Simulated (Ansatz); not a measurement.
Consider the atomization: `CO[SiH](O)O[SiH3]` → C• + 8 H• + 3 O• + 2 Si•.

Gas-phase electronic energies from Ansatz, PBE0-D4/def2-TZVP geometries. CBS: MP2 limit from def2 TZ/QZ plus the TZ coupled-cluster correction, frozen cores. This one scheme is used for every species, atoms too. DFT in def2-TZVPP. B3LYP here is the variant with VWN-RPA as its local correlation; programs differ in this. Open shells (•) are unrestricted, without spin–orbit coupling. Spin–orbit coupling would lower the free atoms: a little for C, O, Si. One conformer a species, not always the lowest.

CCSD(T)/CBS gives +5332.6 kJ/mol.

(1) Another level gave +5320.0 kJ/mol. Which?
A. B3LYP/def2-TZVPP
B. MP2/def2-TZVPP
C. PBE-D4/def2-TZVPP
D. CCSD(T)/def2-TZVPP

Largest T1 diagnostic among the species: 0.012.

Answers

(1) C. PBE-D4 5320.0, B3LYP 5242.0, CCSD(T)/def2-TZVPP 5181.4, MP2/def2-TZVPP 5274.1 kJ/mol.

The D4 term adds +48.5 kJ/mol with B3LYP and +25.9 kJ/mol with PBE0; it sums over pairs of atoms, weighted by their polarisabilities, and B3LYP, whose exchange is more repulsive, gets the larger term. In def2-TZVPP, CCSD(T) changes the Hartree–Fock value by +1277.5 kJ/mol (the triples alone add +65.6 kJ/mol) and MP2 by +1370.1 kJ/mol; breaking electron pairs costs correlation energy, which Hartree–Fock lacks.

For atomizations the MP2-based limit and the directly extrapolated one differ by several kJ/mol either way, and by 10 to 25 for some Ge, Se and Sn compounds, so smaller differences from it don't rank the levels.
